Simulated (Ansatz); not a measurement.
`C[SiH2]OCO` + `[OH][Mg][O][SiH3]` → `C[O][Mg][O][SiH3]` + `OCO[SiH3]`  (substitution at a C–Si bond)

Isolated molecules relaxed with PBE0-D4/def2-TZVP in Ansatz; ΔE leaves out vibrations. CCSD(T)/CBS adds triple-zeta CCSD(T) − MP2 to the extrapolated MP2 energy (def2 sets, frozen cores). Functionals use def2-TZVPP. B3LYP here is the variant with VWN-RPA as its local correlation; programs differ in this. For Mg outer-core shells are correlated without core-valence functions, which leaves a few kJ/mol of doubt a bond. One conformer a species, not always the lowest.

`C[SiH2]OCO`:

Z-matrix (Å, degrees):
```
C
Si 1 1.857
H 1 1.092 2 111.0
H 1 1.093 2 110.4 3 -120.2
H 1 1.092 2 110.7 3 120.3
O 2 1.659 1 106.8 3 -61.4
H 2 1.488 1 110.1 3 177.9
H 2 1.491 1 111.7 3 57.4
C 6 1.396 2 122.7 1 160.5
O 9 1.394 6 112.8 2 58.7
H 9 1.095 6 110.8 2 -59.2
H 9 1.096 6 106.5 2 -178.4
H 10 0.962 9 108.3 6 64.7
```

`[OH][Mg][O][SiH3]`:

Cartesian coordinates in Å:
```
O 3.076 -0.287 -1.243
Mg 1.450 -0.121 -0.602
O -0.193 0.004 0.095
Si -1.673 0.120 0.720
H 3.862 -0.193 -1.761
H -1.970 1.514 1.162
H -2.717 -0.266 -0.276
H -1.835 -0.771 1.907
```

`C[O][Mg][O][SiH3]`:

Cartesian coordinates in Å:
```
C 1.766 2.074 1.807
O 1.021 1.202 1.045
Mg 0.076 0.086 0.078
O -0.889 -1.051 -0.909
Si -1.761 -2.068 -1.802
H 1.126 2.747 2.396
H 2.416 1.542 2.515
H 2.414 2.706 1.183
H -1.426 -1.945 -3.252
H -1.519 -3.487 -1.405
H -3.223 -1.805 -1.656
```

`OCO[SiH3]`:

Cartesian coordinates in Å:
```
O -2.151 -0.270 -0.792
C -0.869 -0.588 -0.391
O -0.196 0.567 0.043
Si 1.307 0.568 0.711
H -2.093 0.348 -1.527
H -0.292 -1.052 -1.206
H -0.976 -1.304 0.432
H 1.620 1.978 1.032
H 1.337 -0.269 1.942
H 2.313 0.022 -0.244
```

Problem. Is it downhill or uphill in electronic energy at CCSD(T)/CBS, and by how much? (Best estimate.)

Solution. The calculation gave: Uphill: ΔE = +1.20 eV.

Problem. What do these levels give: PBE-D4, B3LYP-D4, ωB97X-V, PBE, PBE0, B3LYP, HF/def2-TZVPP, MP2/def2-TZVPP, SCS-MP2/def2-TZVPP, MP2/def2-QZVPP, SCS-MP2/def2-QZVPP, HF/CBS(def2)? (Estimate.)

Solution. Computed: PBE-D4 1.16, B3LYP-D4 1.12, ωB97X-V 1.15, PBE 1.13, PBE0 1.15, B3LYP 1.08, HF/def2-TZVPP 0.99, MP2/def2-TZVPP 1.25, SCS-MP2/def2-TZVPP 1.15, MP2/def2-QZVPP 1.26, SCS-MP2/def2-QZVPP 1.17, HF/CBS(def2) 0.98 eV.

Largest T1 diagnostic among the species: 0.011.

In def2-TZVPP, CCSD(T) changes the Hartree–Fock value by +0.18 eV (the triples alone add +0.02 eV) and MP2 by +0.26 eV. The D4 term adds +0.05 eV with B3LYP and +0.02 eV with PBE0; it sums over pairs of atoms, weighted by their polarisabilities, and B3LYP, whose exchange is more repulsive, gets the larger term.
